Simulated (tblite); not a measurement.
C₅H₁₃NOSi₂.
SMILES with atom numbers: `[O:1]=[C:2]([NH:3][CH2:4][SiH3:5])[C@@H:6]1[CH2:7][CH2:8][SiH2:9]1` (hydrogens: H10 on N3; H11, H12 on C4; H13, H14, H15 on Si5; H16 on C6; H17, H18 on C7; H19, H20 on C8; H21, H22 on Si9)

The geometry is computed with GFN2-xTB (gas phase).

(1) Give the optimised bond lengths and angles.

Answers

(1) 
```json
{"bond": "O1=C2", "length (pm)": "123.6", "order": "double"}
{"bond": "C2–N3", "length (pm)": "133.2", "order": "single"}
{"bond": "N3–C4", "length (pm)": "144.1", "order": "single"}
{"bond": "C4–Si5", "length (pm)": "192.4", "order": "single"}
{"bond": "C2–C6", "length (pm)": "147.9", "order": "single"}
{"bond": "C6–C7", "length (pm)": "154.5", "order": "single"}
{"bond": "C7–C8", "length (pm)": "154.3", "order": "single"}
{"bond": "C8–Si9", "length (pm)": "190.4", "order": "single"}
{"bond": "C6–Si9", "length (pm)": "193.9", "order": "single"}
{"bond": "N3–H10", "length (pm)": "100.9", "order": "single"}
{"bond": "C4–H11", "length (pm)": "109.2", "order": "single"}
{"bond": "C4–H12", "length (pm)": "109.2", "order": "single"}
{"bond": "Si5–H13, Si5–H14", "length (pm)": "145.9", "order": "single"}
{"bond": "Si5–H15", "length (pm)": "149.5", "order": "single"}
{"bond": "C6–H16", "length (pm)": "108.9", "order": "single"}
{"bond": "C7–H17", "length (pm)": "108.9", "order": "single"}
{"bond": "C7–H18", "length (pm)": "108.9", "order": "single"}
{"bond": "C8–H19", "length (pm)": "108.8", "order": "single"}
{"bond": "C8–H20", "length (pm)": "108.7", "order": "single"}
{"bond": "Si9–H21", "length (pm)": "146.6", "order": "single"}
{"bond": "Si9–H22", "length (pm)": "145.6", "order": "single"}
```

Bonds in one row agree within 1 pm and their mean is given. Orders are formal, as drawn. A selection of angles:
```json
{"angle": "O1–C2–N3", "degrees": "120.2"}
{"angle": "O1–C2–C6", "degrees": "120.9"}
{"angle": "N3–C2–C6", "degrees": "118.7"}
{"angle": "C2–N3–C4", "degrees": "120.0"}
{"angle": "C2–N3–H10", "degrees": "120.5"}
{"angle": "C4–N3–H10", "degrees": "119.6"}
{"angle": "N3–C4–Si5", "degrees": "111.6"}
{"angle": "N3–C4–H11", "degrees": "109.1"}
{"angle": "N3–C4–H12", "degrees": "108.9"}
{"angle": "Si5–C4–H11", "degrees": "109.9"}
{"angle": "Si5–C4–H12", "degrees": "110.1"}
{"angle": "H11–C4–H12", "degrees": "107.1"}
{"angle": "C4–Si5–H13", "degrees": "113.4"}
{"angle": "C4–Si5–H15", "degrees": "97.8"}
{"angle": "H13–Si5–H14", "degrees": "122.7"}
{"angle": "H13–Si5–H15", "degrees": "102.1"}
{"angle": "C2–C6–C7", "degrees": "112.7"}
{"angle": "C2–C6–Si9", "degrees": "107.8"}
{"angle": "C2–C6–H16", "degrees": "111.3"}
{"angle": "C7–C6–Si9", "degrees": "89.9"}
{"angle": "C7–C6–H16", "degrees": "114.1"}
{"angle": "Si9–C6–H16", "degrees": "119.4"}
{"angle": "C6–C7–C8", "degrees": "101.0"}
{"angle": "C6–C7–H17", "degrees": "112.1"}
{"angle": "C6–C7–H18", "degrees": "110.5"}
{"angle": "C8–C7–H17", "degrees": "112.8"}
{"angle": "C8–C7–H18", "degrees": "111.7"}
{"angle": "H17–C7–H18", "degrees": "108.6"}
{"angle": "C7–C8–Si9", "degrees": "91.3"}
{"angle": "C7–C8–H19", "degrees": "113.8"}
{"angle": "C7–C8–H20", "degrees": "111.5"}
{"angle": "Si9–C8–H19", "degrees": "118.5"}
{"angle": "Si9–C8–H20", "degrees": "113.4"}
{"angle": "H19–C8–H20", "degrees": "107.7"}
{"angle": "C8–Si9–H21", "degrees": "116.5"}
{"angle": "C8–Si9–H22", "degrees": "119.7"}
{"angle": "C6–Si9–C8", "degrees": "76.6"}
{"angle": "C6–Si9–H21", "degrees": "111.3"}
{"angle": "C6–Si9–H22", "degrees": "115.7"}
{"angle": "H21–Si9–H22", "degrees": "112.3"}
```

Torsions: O1–C2–N3–C4 1° (synperiplanar); C2–N3–C4–Si5 1° (synperiplanar); O1–C2–C6–C7 43° (synclinal); C2–C6–C7–C8 -100° (anticlinal); C6–C7–C8–Si9 -9° (synperiplanar); C7–C8–Si9–C6 7° (synperiplanar); C2–C6–Si9–C8 107° (anticlinal).

Si5 and O1 aren't drawn bonded (4 bonds apart) but lie 2.25 Å from each other; Cordero's covalent radii sum to 1.77 Å. The 2 C–N bonds span 1.332 Å (C2–N3, drawn single) to 1.441 Å (N3–C4, drawn single), a spread of 0.109 Å. N3 (amide nitrogen) is planar (angles 120.5°, 120.0° and 119.6°, sum 360.0°, 0.00 Å off the plane of its three neighbours). The 4-membered ring C6–C7–C8–Si9 has internal angles of 76.6° to 101.0° (sum 359°, against 360° for a flat polygon); it is slightly puckered (a soft mode that the optimisation may not have finished), 0.06 Å rms from its mean plane, widest ring torsion 9°. Of the pairs four or more bonds apart, those above aside, O1···H13 is among the closest relative to their van der Waals radii: 2.43 Å, 89 % of the sum of Bondi's values. Si9 (SiH2 silicon) has angles from 76.6° to 119.7°. Si5 (SiH3 silicon) is distorted tetrahedral (angles from 97.8° to 122.7°).

Point group: C1 (no symmetry element, even within 0.4 Å). Its lowest GFN2-xTB frequency is 17i cm⁻¹, too small to tell a flat minimum from a shallow saddle. One conformer, not necessarily the lowest.
